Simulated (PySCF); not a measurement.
C2H6F2Si, SMILES C[Si@H](F)CF. Atoms are numbered in the order given.

```xyz
11

C      1.9491    -0.5559    -0.6547
Si     0.3839     0.3486    -0.2009
F      0.5547     0.9602     1.3042
C     -1.0794    -0.8452    -0.1862
F     -2.2684    -0.1525     0.0004
H      2.8195     0.1162    -0.5939
H      1.8946    -0.9469    -1.6839
H      2.1271    -1.4033     0.0267
H      0.0924     1.4870    -1.1105
H     -1.1348    -1.4021    -1.1410
H     -0.9690    -1.5950     0.6190
```

The structure is a stationary point at ωB97X-D3(BJ)/def2-SVP. The structure was generated by enumeration; whether it is a known compound was not checked. One conformer was computed; it need not be the lowest.

Computed with PySCF with B3LYP/def2-TZVP.

Atomic charges (e):

| atom | meta-Löwdin | Mulliken |
|---|---|---|
| C1 | -0.61 | -0.48 |
| Si2 | (withheld) | 0.60 |
| F3 | (withheld) | -0.35 |
| C4 | -0.17 | -0.05 |
| F5 | (withheld) | -0.25 |
| H6 | 0.14 | 0.14 |
| H7 | 0.13 | 0.13 |
| H8 | 0.13 | 0.13 |
| H9 | (withheld) | -0.07 |
| H10 | 0.12 | 0.09 |
| H11 | 0.12 | 0.10 |

Q: What belongs in the gaps? (Estimate from the structure and the level; the computed values follow.)

A: 
- Si2, meta-Löwdin: 1.11
- F3, meta-Löwdin: -0.51
- F5, meta-Löwdin: -0.32
- H9, meta-Löwdin: -0.12

Q: Give the Mayer and Wiberg (Löwdin basis) orders of the bonds. (The exact figures need the calculation; the answer reports its results.)

A: 
| bond | Mayer | Wiberg |
|---|---|---|
| C1–Si2 | 0.98 | 1.21 |
| Si2–F3 | 1.05 | 1.65 |
| Si2–C4 | 0.97 | 1.11 |
| C4–F5 | 0.95 | 1.65 |
| C1–H6 | 0.95 | 0.90 |
| C1–H7 | 0.94 | 0.90 |
| C1–H8 | 0.95 | 0.90 |
| Si2–H9 | 0.95 | 0.90 |
| C4–H10 | 0.93 | 0.89 |
| C4–H11 | 0.94 | 0.89 |
